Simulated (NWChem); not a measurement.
Molecule: ZrH4; SMILES [ZrH4]

```xyz
5

Zr     0.0000     0.0000     0.0000
H      1.5056    -1.0486     0.1844
H     -1.4813    -1.0803    -0.1977
H      0.1788     1.0760    -1.4869
H     -0.2031     1.0530     1.5002
```
Atoms are numbered in this order, from 1.

Structure relaxed at the PBE0/def2-SVP level. def2 effective core potentials on Zr; no spin-orbit coupling.

Question: List the 6 lowest vertical singlet excitations and the 6 lowest triplet ones from B3LYP/def2-SVPD with def2 effective core potentials on Zr, full TDDFT (NWChem).

Answer: 
```tsv
state	energy (eV)	oscillator strength	leading excitation (squared amplitude)
S1	3.94	0.000	HOMO → LUMO (0.71)
S2	3.94	0.000	HOMO−1 → LUMO (0.69)
S3	3.95	0.000	HOMO−2 → LUMO+1 (0.97)
S4	4.21	0.003	HOMO → LUMO+1 (0.70)
S5	4.21	0.003	HOMO−1 → LUMO+1 (0.69)
S6	4.22	0.003	HOMO−2 → LUMO (0.96)
T1	3.63	spin-forbidden	HOMO → LUMO (0.69)
T2	3.63	spin-forbidden	HOMO−1 → LUMO (0.67)
T3	3.63	spin-forbidden	HOMO−2 → LUMO+1 (0.94)
T4	3.67	spin-forbidden	HOMO → LUMO+1 (0.64)
T5	3.67	spin-forbidden	HOMO−1 → LUMO+1 (0.63)
T6	3.67	spin-forbidden	HOMO−2 → LUMO (0.95)
```
